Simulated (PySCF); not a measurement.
Peak assignment

Bonds: C1-O2, O2-C3, C3-O4, C3-Si5, Si5-C6, C6-C7, C6-C8, C6-C9, C9-N10. C1 carries H11, H12, H13; Si5 carries H14, H15; C7 carries H16, H17, H18; C8 carries H19, H20, H21; C9 carries H22; N10 carries H23.

No solvent model, averaged over atoms made equivalent by symmetry, fast rotation or ring inversion, one computed conformer, relativity neglected. Geometry: GFN2-xTB; shielding tensors at PBE0/pcSseg-1 (GIAO); PySCF 2.14.

Referencing at the same level of theory: TMS for 13C (186.93 ppm), 1H (31.72 ppm).

Problem. Assign these signals to the numbered atoms. 13C{1H} NMR (computed): δ 189.0 (C), 182.4 (CH), 50.7 (CH3), 36.9 (C), 22.4 (CH3).

Solution. 
189.0 → C3, carbon bonded to 2 O, Si
182.4 → C9, carbon bonded to C, N, H
50.7 → C1, carbon bonded to O, 3 H
36.9 → C6, carbon bonded to 3 C, Si
22.4 → C7/C8, carbon bonded to C, 3 H

Problem. Assign these signals to the numbered atoms. 1H NMR (500 MHz, computed): δ 10.82 (br s, 1H), 8.39 (s, 1H), 4.14 (s, 2H), 3.94 (s, 3H), 1.44 (s, 6H).

Solution. 
| δ (ppm) | atoms | environment | reason |
| --- | --- | --- | --- |
| 10.82 | H23 | hydrogen on a nitrogen bonded to C | – |
| 8.39 | H22 | hydrogen on a carbon bonded to C, N | – |
| 4.14 | H14/H15 | hydrogen on a silicon bonded to 2 C | – |
| 3.94 | H11/H12/H13 | hydrogen on a carbon bonded to O | – |
| 1.44 | H16/H17/H18/H19/H20/H21 | hydrogen on a carbon bonded to C | – |

OH/NH shifts are gas-phase values; hydrogen bonding in solution moves them, usually downfield. Shifts are as computed. Against solution values, carbons near 30 ppm lie about +3 ppm off and those near 130 ppm about +5 ppm. Of 1211 compounds with measured shifts, 218 miss one by over three times the rms of a fit or turn the order of signals round; such compounds aren't used in these exercises. Multiplicities follow the n + 1 count of equivalent neighbours, as no J values were calculated; m marks all less simple cases, F and P coupling included.
